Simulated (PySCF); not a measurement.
This PySCF input asks for the NMR shieldings of SMILES [SiH2]1B(O)OCC1, C$_{2}$H$_{7}$BO$_{2}$Si; the geometry comes from GFN2-xTB.

```python
import basis_set_exchange as bse
import numpy as np
from pyscf import gto, dft
from pyscf.prop import nmr

atoms = """
O     2.706377   -0.001171   -0.289565
B     1.362874   -0.009088   -0.192117
O     0.708507   -1.204893   -0.138646
C    -0.708003   -1.181931   -0.090893
C    -1.261757    0.150855    0.420403
Si    0.062792    1.463030   -0.060197
H     3.108851   -0.871737   -0.323781
H    -1.071368   -1.373532   -1.108432
H    -1.015566   -2.022538    0.540581
H    -2.257410    0.313580    0.016885
H    -1.358373    0.107350    1.505584
H     0.106165    2.488447    0.990117
H    -0.387477    2.142115   -1.287667
"""
names = dict.fromkeys(["O", "B", "C", "Si", "H"], "pcSseg-1")
basis = {el: gto.basis.parse(bse.get_basis(n, elements=[el], fmt="nwchem")) for el, n in names.items()}
mol = gto.M(atom=atoms, basis=basis, charge=0, verbose=0)
mf = dft.RKS(mol, xc="PBE0")
mf.grids.level = 2
mf.grids.alignment = dft.numint.BLKSIZE   # the property module wants whole blocks of grid points
mf.conv_tol = 1e-9
mf.kernel()

calc = nmr.RKS(mf)   # GIAO
C = mf.mo_coeff
Co = C[:, mf.mo_occ > 0]
resp = mf.gen_response(singlet=True, hermi=2)
def vind(x):   # induced exchange potential for any number of trial vectors
    d = np.einsum("pi,xij,qj->xpq", C, 2 * x.reshape(-1, C.shape[1], Co.shape[1]), Co, optimize=True)
    return np.einsum("xpq,pi,qj->xij", resp(d - d.transpose(0, 2, 1)), C, Co, optimize=True).ravel()
mo1, _ = nmr.rhf.solve_mo1(calc, with_cphf=vind)
sigma = calc.kernel(mo1)
for i, s in enumerate(sigma):   # ppm
    w = np.linalg.eigvalsh((s + s.T) / 2)
    print("%2d %-2s iso %8.1f  s11 %8.1f  s22 %8.1f  s33 %8.1f" % (i, mol.atom_pure_symbol(i), w.mean(), *w))
```

Question: What does it print?

Answer: 
```
 0 O  iso    203.0  s11     82.3  s22    231.6  s33    295.0
 1 B  iso     66.4  s11     56.9  s22     58.6  s33     83.6
 2 O  iso    127.4  s11    -78.2  s22    210.0  s33    250.3
 3 C  iso    116.2  s11     76.2  s22    107.4  s33    164.8
 4 C  iso    171.3  s11    145.7  s22    172.9  s33    195.2
 5 Si iso    440.8  s11    399.1  s22    438.6  s33    484.7
 6 H  iso     26.9  s11     21.4  s22     22.7  s33     36.4
 7 H  iso     27.5  s11     22.4  s22     27.2  s33     32.9
 8 H  iso     27.1  s11     21.9  s22     27.0  s33     32.4
 9 H  iso     30.4  s11     26.0  s22     27.8  s33     37.3
10 H  iso     30.3  s11     25.3  s22     28.5  s33     37.0
11 H  iso     28.1  s11     24.6  s22     25.8  s33     33.8
12 H  iso     27.9  s11     24.5  s22     25.7  s33     33.5
```

These numbers come from an equivalent density-fitted implementation of the same equations, which agrees with the script to about 0.01 ppm for H and up to a few tenths of a ppm for heavy atoms, so last digits may differ.

Size and cost of the density-fitted run: 144 basis functions, 39 s wall time on 1 thread of an Intel Xeon, shared host; peak memory 0.7 GiB.
